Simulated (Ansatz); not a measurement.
Geometry optimisation, RKS PBE0-D4/STO-3G (Ansatz 0.2.0).

Input file:

```yaml
crystal:
  periodic: [false, false, false]
  atoms:
    - { symbol: C, position_ang: [-1.3966, -1.9692, -1.7317] }
    - { symbol: S, position_ang: [-0.9978, -2.6997, -0.1597] }
    - { symbol: Si, position_ang: [-0.6666, -0.8261, 0.8341] }
    - { symbol: Si, position_ang: [1.3537, 0.0817, 0.1232] }
    - { symbol: B, position_ang: [1.6084, 1.7219, 1.0668] }
    - { symbol: "N", position_ang: [0.6116, 2.8929, 1.0008] }
    - { symbol: H, position_ang: [-2.2955, -1.2549, -1.6072] }
    - { symbol: H, position_ang: [-1.6722, -2.7035, -2.4751] }
    - { symbol: H, position_ang: [-0.5844, -1.3305, -2.1067] }
    - { symbol: H, position_ang: [-0.5241, -1.0692, 2.3175] }
    - { symbol: H, position_ang: [-1.7538, 0.1041, 0.6178] }
    - { symbol: H, position_ang: [2.4036, -0.8588, 0.3907] }
    - { symbol: H, position_ang: [1.134, 0.38, -1.3283] }
    - { symbol: H, position_ang: [2.5606, 1.8577, 1.7501] }
    - { symbol: H, position_ang: [0.4983, 3.102, -0.0043] }
    - { symbol: H, position_ang: [-0.3021, 2.5491, 1.3564] }
basis:
  gaussian: { orbitals: STO-3G }
hamiltonian:
  xc: pbe0
  dispersion: d4
relax:
  f_tol: 0.015
  max_steps: 40
output:
  orbitals: {}
```

Launched with:

```bash
$ ansatz run input.yaml --threads 1 --pin off --max-ram 2048MiB --backend cpu --events-out ev --progress --plain --runs-dir out
```

Q: Where does it end, and by what steps?

A: It converged. Limits of this set-up: minimal basis. After 21 steps the energy has fallen by 2.406 eV; H16 moved furthest, 1.88 Å.

| step | energy less start (eV) | largest force component (eV/Å) | accepted |
| --- | --- | --- | --- |
| 0 | 0.0000 | 2.667 | yes |
| 1 | -0.5475 | 1.148 | yes |
| 2 | -0.8136 | 1.761 | yes |
| 3 | -1.1655 | 3.626 | yes |
| 4 | -1.5464 | 1.982 | yes |
| 5 | -1.9551 | 1.645 | yes |
| 6 | -2.1725 | 0.966 | yes |
| 7 | -2.2973 | 0.648 | yes |
| 8 | -2.3416 | 0.358 | yes |
| 9 | -2.2216 | 0.705 | no |
| 10 | -2.3725 | 0.155 | yes |
| 11 | -2.3880 | 0.114 | yes |
| 12 | -2.3937 | 0.225 | yes |
| 13 | -2.3995 | 0.144 | yes |
| 14 | -2.4014 | 0.169 | yes |
| 15 | -2.4029 | 0.126 | yes |
| 16 | -2.4049 | 0.032 | yes |
| 17 | -2.4056 | 0.102 | yes |
| 18 | -2.4060 | 0.046 | yes |
| 19 | -2.4062 | 0.066 | yes |
| 20 | -2.4064 | 0.036 | yes |
| 21 | -2.4064 | 0.010 | yes |

```xyz
16
Properties=species:S:1:pos:R:3
C -1.423 -2.074 -1.821
S -0.970 -2.878 -0.260
Si -0.600 -1.119 0.882
Si 1.085 0.177 0.137
B 1.293 1.773 1.245
N 0.930 3.022 0.788
H -2.306 -1.426 -1.723
H -1.663 -2.854 -2.554
H -0.606 -1.468 -2.238
H -0.332 -1.581 2.225
H -1.819 -0.337 0.945
H 2.296 -0.613 0.129
H 0.818 0.530 -1.240
H 1.712 1.717 2.338
H 0.549 3.217 -0.158
H 1.013 3.892 1.349
```

Whether the end is a true minimum wasn't checked by a vibrational analysis.

Run time: 96 s on 1 thread of Arm Neoverse V2, with other jobs on the host, peak memory 0.19 GiB.
